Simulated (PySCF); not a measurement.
F$_{3}$La (SMILES [F][La]([F])[F]), singlet, at a GFN2-xTB geometry (such geometries of metal compounds can be far from the true shape) (core potentials on La); B3LYP5/def2-SVPD (PySCF).

The PySCF input:
```python
from pyscf import gto, scf, dft

mol = gto.M(
    atom='''
La    0.031016   -0.056518   -0.134807
F    -1.708650   -0.894191    0.331449
F    -0.051073    1.901421   -0.459249
F     1.563287   -0.649281    0.981575
''',
    basis='def2-svpd',
    ecp={'La': 'def2-svpd'},
    charge=0,
    spin=0,
    verbose=4,
)

mf = dft.RKS(mol)
mf.xc = 'b3lyp5'
mf.grids.atom_grid = (99, 590)
mf.grids.prune = None
mf.kernel()
```

Output, abridged:

```
PySCF version 2.14.0

[INPUT] verbose = 4
[INPUT] num. atoms = 4
[INPUT] num. electrons = 38
[INPUT] charge = 0
[INPUT] spin (= nelec alpha-beta = 2S) = 0
[INPUT] symmetry False subgroup None
[INPUT] Mole.unit = angstrom
[INPUT] Symbol           X                Y                Z      unit          X                Y                Z       unit  Magmom
[INPUT]  1 La     0.031016000000  -0.056518000000  -0.134807000000 AA    0.058611745480  -0.106803541108  -0.254748309674 Bohr   0.0
[INPUT]  2 F     -1.708650000000  -0.894191000000   0.331449000000 AA   -3.228880542738  -1.689776093051   0.626347834261 Bohr   0.0
[INPUT]  3 F     -0.051073000000   1.901421000000  -0.459249000000 AA   -0.096513982360   3.593164937497  -0.867854832980 Bohr   0.0
[INPUT]  4 F      1.563287000000  -0.649281000000   0.981575000000 AA    2.954184284093  -1.226963267884   1.854907920720 Bohr   0.0

nuclear repulsion = 117.567271391809
number of shells = 40
number of NR pGTOs = 159
number of NR cGTOs = 104
basis = def2-svpd
ecp = {'La': 'def2-svpd'}

******** <class 'pyscf.dft.rks.RKS'> ********
method = RKS
initial guess = minao
damping factor = 0
level_shift factor = 0
DIIS = <class 'pyscf.scf.diis.CDIIS'>
diis_start_cycle = 1
diis_space = 8
diis_damp = 0
SCF conv_tol = 1e-09
SCF conv_tol_grad = None
SCF max_cycles = 50
direct_scf = True
direct_scf_tol = 1e-13
XC library pyscf.dft.libxc version 7.1.2
    S. Lehtola, C. Steigemann, M. J. T. Oliveira, and M. A. L. Marques,  SoftwareX 7, 1–5 (2018)
XC functionals = b3lyp5
    P. A. M. Dirac,  Math. Proc. Cambridge Philos. Soc. 26, 376 (1930)
    F. Bloch,  Z. Phys. 57, 545 (1929)
    A. D. Becke,  Phys. Rev. A 38, 3098 (1988)
    C. Lee, W. Yang, and R. G. Parr,  Phys. Rev. B 37, 785 (1988)
    B. Miehlich, A. Savin, H. Stoll, and H. Preuss,  Chem. Phys. Lett. 157, 200 (1989)
    S. H. Vosko, L. Wilk, and M. Nusair,  Can. J. Phys. 58, 1200 (1980)
radial grids:
    Treutler-Ahlrichs [JCP 102, 346 (1995); DOI:10.1063/1.469408] (M4) radial grids

becke partition: Becke, JCP 88, 2547 (1988); DOI:10.1063/1.454033
pruning grids: None
grids dens level: 3
symmetrized grids: False
atomic radii adjust function: <function treutler_atomic_radii_adjust>
User specified grid scheme (99, 590)
small_rho_cutoff = 0
Set gradient conv threshold to 3.16228e-05
Initial guess from minao.
tot grids = 233640
init E= -327.622153920923
  HOMO = -0.741967496228335  LUMO = -0.370673620717194  gap/eV = 10.10342
cycle= 1 E= -330.772994504109  delta_E= -3.15  |g|= 1.07  |ddm|= 11.5
  HOMO = -0.177789277289542  LUMO = -0.0531103983524481  gap/eV = 3.39269
cycle= 2 E= -330.427070260182  delta_E= 0.346  |g|= 1.85  |ddm|= 2.03
  HOMO = -0.342385990614858  LUMO = -0.0545159448576626  gap/eV = 7.83334
cycle= 3 E= -330.977350298821  delta_E= -0.55  |g|= 0.197  |ddm|= 1.07
  HOMO = -0.348609723500635  LUMO = -0.0708167891592417  gap/eV = 7.55913
cycle= 4 E= -330.985739889165  delta_E= -0.00839  |g|= 0.0203  |ddm|= 0.29
  HOMO = -0.347798611731892  LUMO = -0.070014695978319  gap/eV = 7.55889
cycle= 5 E= -330.985807221297  delta_E= -6.73e-05  |g|= 0.00599  |ddm|= 0.0244
  HOMO = -0.34790954415011  LUMO = -0.0695828513982484  gap/eV = 7.57366
cycle= 6 E= -330.985816243244  delta_E= -9.02e-06  |g|= 0.00105  |ddm|= 0.0107
  HOMO = -0.348015223021435  LUMO = -0.069615330651704  gap/eV = 7.57565
cycle= 7 E= -330.985816450186  delta_E= -2.07e-07  |g|= 0.000101  |ddm|= 0.00131
  HOMO = -0.348043005268061  LUMO = -0.0696261437501882  gap/eV = 7.57611
cycle= 8 E= -330.985816451993  delta_E= -1.81e-09  |g|= 6.1e-06  |ddm|= 0.000128
  HOMO = -0.348042413354954  LUMO = -0.0696258393187392  gap/eV = 7.57610
cycle= 9 E= -330.985816451992  delta_E= 1.48e-12  |g|= 6.69e-06  |ddm|= 8.78e-06
  HOMO = -0.348042229628138  LUMO = -0.069625862830204  gap/eV = 7.57610
Extra cycle  E= -330.985816451973  delta_E= 1.88e-11  |g|= 1.29e-05  |ddm|= 1.17e-05
converged SCF energy = -330.985816451973
```
